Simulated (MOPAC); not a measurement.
MOPAC input (PM3):

```
PM3 FORCE THERMO(298,298) PRECISE LET UHF MS=0.5 GEO-OK AUX(PRECISION=9) THREADS=1
ClMg

Mg    0.00000000 1    0.00000000 1   -1.12881817 1
Cl    0.00000000 1    0.00000000 1    0.74586211 1
```

Problem. Which zero-point energy does it print?

Solution. 1.28 kcal/mol, from the harmonic wavenumbers of PM3.
